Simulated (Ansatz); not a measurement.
Reaction: Ge2H6 (SMILES [GeH3][GeH3]) → 2 GeH3 (SMILES [GeH3], doublet) (the Ge-Ge bond breaks)
Each species at its own B3LYP-D3(BJ)/def2-TZVP minimum (Ansatz, an electronic-structure program).

Total energies in hartree (Ansatz). UHF or UKS for unpaired electrons; spin-orbit terms are left out. Cores are frozen in correlated methods (noble-gas shells, and filled d and f shells in the p block). No relativity.

```csv
species,HF/cc-pVTZ,CCSD(T)/cc-pVTZ,HF/cc-pVQZ,CCSD(T)/cc-pVQZ,CCSDT(Q)/cc-pVTZ
1: Ge2H6 (SMILES [GeH3][GeH3]),-4154.29761,-4154.60725,-4154.30521,-4154.62949,-4154.60883
"2: GeH3 (SMILES [GeH3], doublet)",-2077.10825,-2077.24865,-2077.11207,-2077.25871,-2077.24943
```

Work out the bond dissociation energy (electronic) in kcal/mol: take Hartree-Fock from cc-pVQZ, extrapolate the CCSD(T) correlation energy as X^-3 (X = 3, 4), and add CCSDT(Q) - CCSD(T) in cc-pVTZ. 1 hartree = 627.51 kcal/mol.


Species 1: correlation (64·(-0.32428) - 27·(-0.30964))/37 = -0.33496; step -0.00158; E1 = -4154.30521 + (-0.33496) + (-0.00158) = -4154.64175
Species 2: correlation (64·(-0.14664) - 27·(-0.14040))/37 = -0.15119; step -0.00078; E2 = -2077.11207 + (-0.15119) + (-0.00078) = -2077.26404
-1·E1 +2·E2 = 0.11367 hartree = 71.3 kcal/mol.
